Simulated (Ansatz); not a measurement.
`BC#C` + `F[SiH2]Cl` → `C#C[SiH](F)Cl` + BH₃  (formal exchange of groups at a C–B bond)

Gas-phase electronic energies from Ansatz, PBE0-D4/def2-TZVP geometries. CCSD(T)/CBS is the MP2 limit (def2-TZVPP, def2-QZVPP) plus CCSD(T) − MP2 in def2-TZVPP, frozen cores. This one scheme is used for every species. DFT in def2-TZVPP.

Task: Is it downhill or uphill in electronic energy at CCSD(T)/CBS, and by how much? (Best estimate.)

Result: Computed: Uphill: ΔE = +18.8 kJ/mol.

Task: What do these levels give: LDA (SPW92), PBE0-D4, r2SCAN0-D4, ωB97X-V, PBE-QIDH, revPBE, BHLYP, HF/def2-TZVPP, SCS-MP2/def2-TZVPP, CCSD(T)/def2-TZVPP, SCS-MP2/def2-QZVPP, MP2/CBS(def2)? (An estimate is asked.)

Result: Computed: LDA (SPW92) 40.1, PBE0-D4 27.9, r2SCAN0-D4 25.7, ωB97X-V 21.6, PBE-QIDH 22.3, revPBE 35.0, BHLYP 26.5, HF/def2-TZVPP 20.3, SCS-MP2/def2-TZVPP 14.8, CCSD(T)/def2-TZVPP 18.4, SCS-MP2/def2-QZVPP 15.2, MP2/CBS(def2) 15.6 kJ/mol.

Largest T1 diagnostic among the species: 0.014.

From PBE to PBE0 (25 % exact exchange), in def2-TZVPP and without D4, ΔE moves by −5.2 kJ/mol. At CCSD(T), def2-SVP lies +6.2 kJ/mol from the extrapolated value and def2-TZVPP −0.5 kJ/mol. Leaving LDA and LC-ωPBE aside and taking each functional with its dispersion term where it has one, the values, not all of them listed here, spread over 11.2 kJ/mol, from ωB97X-V to PBE-D4. LDA lies +4.0 kJ/mol from PBE without D4.
